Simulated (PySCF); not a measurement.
## Ge: ionisation energy

Ge [Ar] 3d10 4s2 4p2 [4p1/2^2, M_J = 0] → Ge⁺ [Ar] 3d10 4s2 4p1 [4p1/2^1, M_J = 1/2], as a difference of total energies. Computed with PySCF 2.14 in x2c-TZVPPall-2c (6s7p4d1f, 54 functions), with the two-component X2C-1e Hamiltonian. Correlated levels: [Ne] frozen. "Screened" scales the spin-orbit matrix elements by Boettger's factors to mimic the two-electron term; Breit and QED terms are absent.

| method | ionisation energy (eV) | error (eV) |
| --- | --- | --- |
| GHF (spin-free) | 7.318 | -0.581 |
| GMP2 (spin-free) | 7.858 | -0.041 |
| GHF (screened spin-orbit) | 7.246 | -0.653 |
| GMP2 (screened spin-orbit) | 7.782 | -0.117 |

Reference: 7.899 eV (measured; NIST Atomic Spectra Database, ionization energies).

The spin-free rows relax to the high-spin LS determinant and lack the spin-orbit shift.

Errors of the correlated levels include the incompleteness of this basis and the frozen core.

The labels give the starting determinants; with spin-orbit coupling the two ends relaxed to ⟨J²⟩ = 1.72, ⟨L²⟩ = 2.01, ⟨S²⟩ = 1.99 and ⟨J²⟩ = 0.85, ⟨L²⟩ = 2.04, ⟨S²⟩ = 0.77.

The determinant of Ge mixes levels of different J (the jj label is only the starting occupation), so the difference between spin-free and spin-orbit rows is not the physical spin-orbit shift.
